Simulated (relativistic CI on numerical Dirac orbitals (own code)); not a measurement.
**Er4+: M4,5 absorption edge**

Computed with this model: Dirac-Coulomb-Breit CI, orbitals from a KLI potential per configuration, model QED, multiplet model of core-to-valence dipole absorption, unscaled Slater integrals; configurations [Xe] 4f10 → [Ar] 3d9 4s2 4p6 4d10 4f11 5s2 5p6; 300 K; Lorentzian 0.36 eV and Gaussian 0.4 eV FWHM. Energies are those of the free ion, without screening or charge transfer. The branching ratio is the share of the lower-energy edge in the whole absorption, uncertain by about 0.02 where the edges overlap. S is read from ⟨S²⟩ = S(S + 1).

Computed curve for free ion, scaled to 100 at the maximum (points under 2 are left out and the grid is thinned):

```csv
Energy (eV),Intensity
1404.8,2.1
1405.1,4.7
1405.3,10.0
1405.6,21.7
1405.8,18.7
1406.1,7.3
1406.3,4.9
1406.6,5.5
1406.8,6.2
1407.1,6.3
1407.3,6.6
1407.6,11.6
1407.8,23.6
1408.1,42.6
1408.3,32.2
1408.6,13.4
1408.8,11.0
1409.1,19.0
1409.3,37.8
1409.6,59.6
1409.9,31.3
1410.1,21.3
1410.4,27.6
1410.6,31.3
1410.9,25.1
1411.1,24.3
1411.4,31.6
1411.6,40.5
1411.9,86.9
1412.1,100.0
1412.4,49.7
1412.6,25.8
1412.9,11.3
1413.1,8.4
1413.4,9.5
1413.6,11.7
1413.9,15.6
1414.1,21.4
1414.4,16.6
1414.6,8.9
1414.9,4.4
1415.2,4.5
1415.4,6.8
1415.7,10.9
1415.9,10.8
1416.2,10.6
1416.4,8.4
1416.7,3.5
1416.9,2.1
1449.7,4.2
1449.9,4.7
1450.2,4.4
1450.4,6.7
1450.7,14.9
1450.9,19.6
1451.2,16.7
1451.4,17.1
1451.7,13.2
1451.9,6.8
1452.2,2.4
```

The ground state has S = 1.95, and the centroid lies at 1415.33 eV.
